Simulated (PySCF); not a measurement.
C₃H₉BO, SMILES CCBOC. Geometry optimised at PBE-D3(BJ)/def2-SVP. This is a generated structure with no PubChem entry under its InChIKey; it may be hypothetical. The values are those of a single conformer.

Computed equilibrium geometry at PBE-D3(BJ)/def2-SVP (PySCF confirms it by a frequency run) as a Z-matrix, and its point group (one conformer of several):
point group Cs.
```
C
H 1 1.1168
H 1 1.1168 2 103.35
C 1 1.5326 2 110.53 3 -118.28
H 4 1.1093 1 112.58 2 56.90
H 4 1.1094 5 107.39 1 122.81
H 4 1.1094 5 107.39 6 114.39
B 1 1.5812 2 108.02 3 114.30
O 8 1.3619 1 123.27 2 -55.59
C 9 1.4208 8 122.44 1 0.00
H 10 1.1076 9 108.28 8 180.00
H 10 1.1114 11 108.57 9 -121.37
H 10 1.1114 11 108.57 12 -117.25
H 8 1.2228 9 113.83 10 180.00
```
